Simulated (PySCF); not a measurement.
C2H6N (SMILES [CH2]NC), doublet, at a GFN2-xTB geometry, with bond 6-2 at 3.0 times its length; PBE0/STO-3G (PySCF).

Here is a job for PySCF.
```python
from pyscf import gto, scf, dft

mol = gto.Mole()
mol.atom = '''
    C    -0.109724   -0.156350    1.264401
    N     0.109822    0.484795    0.051864
    C    -0.005386   -0.280277   -1.163650
    H     0.066357    0.431351    2.145298
    H    -0.908013   -0.874956    1.279454
    H     2.513615    2.340207    0.089357
    H     0.818077   -0.993578   -1.305163
    H    -0.026171    0.400420   -2.014966
    H    -0.939436   -0.840302   -1.136534
'''
mol.basis = 'sto-3g'
mol.charge = 0
mol.spin = 1
mol.verbose = 4
mol.build()

mf = dft.UKS(mol)
mf.xc = 'pbe0'
mf.kernel()
mo_i, mo_e, stable_i, stable_e = mf.stability(internal=True, external=False, return_status=True, nroots=6, tol=1e-6)
print('internally stable:', stable_i, ' externally stable:', stable_e)
if not stable_i:
    umf = mf.copy()
    umf.scf_summary = {}
    umf.kernel(umf.make_rdm1(mo_i, mf.mo_occ))
mf.analyze()
```

The log (banner, timings and long lists left out):

```
PySCF version 2.14.0

[INPUT] verbose = 4
[INPUT] num. atoms = 9
[INPUT] num. electrons = 25
[INPUT] charge = 0
[INPUT] spin (= nelec alpha-beta = 2S) = 1
[INPUT] symmetry False subgroup None
[INPUT] Mole.unit = angstrom
[INPUT] Symbol           X                Y                Z      unit          X                Y                Z       unit  Magmom
[...]
nuclear repulsion = 73.7768814993597
number of shells = 15
number of NR pGTOs = 63
number of NR cGTOs = 21
basis = sto-3g
ecp = {}

******** <class 'pyscf.dft.uks.UKS'> ********
method = UKS
initial guess = minao
damping factor = 0
level_shift factor = 0
DIIS = <class 'pyscf.scf.diis.CDIIS'>
diis_start_cycle = 1
diis_space = 8
diis_damp = 0
SCF conv_tol = 1e-09
SCF conv_tol_grad = None
SCF max_cycles = 50
direct_scf = True
direct_scf_tol = 1e-13
number electrons alpha = 13  beta = 12
XC library pyscf.dft.libxc version 7.1.2
    S. Lehtola, C. Steigemann, M. J. T. Oliveira, and M. A. L. Marques,  SoftwareX 7, 1–5 (2018)
XC functionals = pbe0
    C. Adamo and V. Barone,  J. Chem. Phys. 110, 6158 (1999)
    M. Ernzerhof and G. E. Scuseria,  J. Chem. Phys. 110, 5029 (1999)
radial grids:
    Treutler-Ahlrichs [JCP 102, 346 (1995); DOI:10.1063/1.469408] (M4) radial grids

becke partition: Becke, JCP 88, 2547 (1988); DOI:10.1063/1.454033
pruning grids: <function nwchem_prune>
grids dens level: 3
symmetrized grids: False
atomic radii adjust function: <function treutler_atomic_radii_adjust>
small_rho_cutoff = 0
Set gradient conv threshold to 3.16228e-05
tot grids = 100992
init E= -132.547639618846

cycle= 1 E= -132.497562736084  delta_E= 0.0501  |g|= 0.245  |ddm|= 2.53
cycle= 2 E= -132.365279594165  delta_E= 0.132  |g|= 0.523  |ddm|= 0.903
cycle= 3 E= -132.541326093985  delta_E= -0.176  |g|= 0.0174  |ddm|= 0.618
cycle= 4 E= -132.541586715128  delta_E= -0.000261  |g|= 0.00783  |ddm|= 0.0405
cycle= 5 E= -132.541632991722  delta_E= -4.63e-05  |g|= 0.00175  |ddm|= 0.012
cycle= 6 E= -132.54163549493  delta_E= -2.5e-06  |g|= 0.000626  |ddm|= 0.00301
cycle= 7 E= -132.541635875704  delta_E= -3.81e-07  |g|= 0.000105  |ddm|= 0.00128
cycle= 8 E= -132.541635899956  delta_E= -2.43e-08  |g|= 5.87e-05  |ddm|= 0.000347
cycle= 9 E= -132.541635919408  delta_E= -1.95e-08  |g|= 4.34e-05  |ddm|= 0.000351
cycle= 10 E= -132.541635966093  delta_E= -4.67e-08  |g|= 3.97e-05  |ddm|= 0.00101
cycle= 11 E= -132.541636020844  delta_E= -5.48e-08  |g|= 2.37e-05  |ddm|= 0.00174
cycle= 12 E= -132.541636041518  delta_E= -2.07e-08  |g|= 1.42e-05  |ddm|= 0.00118
cycle= 13 E= -132.541636046186  delta_E= -4.67e-09  |g|= 9.77e-07  |ddm|= 0.000789
cycle= 14 E= -132.541636046188  delta_E= -2.73e-12  |g|= 3.61e-07  |ddm|= 1.35e-05
Extra cycle  E= -132.541636046189  delta_E= -5.12e-13  |g|= 2.29e-07  |ddm|= 9.82e-07
converged SCF energy = -132.541636046189  <S^2> = 0.7500503  2S+1 = 2.0000503
uhf_internal: lowest eigs of H = [0.02677812 0.14855221 0.33196279 0.51202165 0.58004091 0.60138631]
<class 'pyscf.dft.uks.UKS'> wavefunction is stable in the internal stability analysis
internally stable: True  externally stable: None
**** SCF Summaries ****
Total Energy =                        -132.541636046188842
Nuclear Repulsion Energy =              73.776881499359732
One-electron Energy =                 -324.698047369124993
Two-electron Energy =                  118.379529823576434
Two-electron Coulomb Energy =          138.187616291560374
DFT Exchange-Correlation Energy =      -19.808086467983934
**** MO energy ****
                             alpha | beta                alpha | beta
[...]
To work with the spin densities directly, `use mulliken_meta_spin()` only printing them here.

 ** Mulliken spin pop alpha/beta on meta-lowdin orthogonal AOs **
 ** Mulliken Spin Density (per AO)  **
spin_pop of  0 C 1s       -0.00000
spin_pop of  0 C 2s        0.00046
spin_pop of  0 C 2px       0.00358
spin_pop of  0 C 2py       0.00253
spin_pop of  0 C 2pz       0.00033
spin_pop of  1 N 1s        0.00000
spin_pop of  1 N 2s        0.00026
spin_pop of  1 N 2px      -0.00633
spin_pop of  1 N 2py       0.00109
spin_pop of  1 N 2pz      -0.00022
spin_pop of  2 C 1s       -0.00000
spin_pop of  2 C 2s        0.00008
spin_pop of  2 C 2px       0.00012
spin_pop of  2 C 2py       0.00011
spin_pop of  2 C 2pz       0.00023
spin_pop of  3 H 1s       -0.00013
spin_pop of  4 H 1s       -0.00043
spin_pop of  5 H 1s        0.99883
spin_pop of  6 H 1s       -0.00026
spin_pop of  7 H 1s        0.00001
spin_pop of  8 H 1s       -0.00026
 ** Mulliken Spin Density (per atom)  **
spin density of  0 C =      0.00689
spin density of  1 N =     -0.00520
spin density of  2 C =      0.00055
spin density of  3 H =     -0.00013
spin density of  4 H =     -0.00043
spin density of  5 H =      0.99883
spin density of  6 H =     -0.00026
spin density of  7 H =      0.00001
spin density of  8 H =     -0.00026
 ** Mulliken pop alpha/beta on meta-lowdin orthogonal AOs **
 ** Mulliken pop       alpha | beta **
[...]
In total            13.00000 | 12.00000
 ** Mulliken atomic charges   ( Nelec_alpha | Nelec_beta ) **
charge of  0C =     -0.05853  (     3.03271      3.02582 )
charge of  1N =     -0.12575  (     3.56028      3.56548 )
charge of  2C =     -0.10081  (     3.05068      3.05013 )
charge of  3H =      0.05772  (     0.47107      0.47121 )
charge of  4H =      0.04682  (     0.47638      0.47680 )
charge of  5H =     -0.00087  (     0.99985      0.00102 )
charge of  6H =      0.07032  (     0.46471      0.46497 )
charge of  7H =      0.06066  (     0.46967      0.46966 )
charge of  8H =      0.05045  (     0.47465      0.47491 )
Dipole moment(X, Y, Z, Debye): -0.70430, -1.36502, -0.11192
```
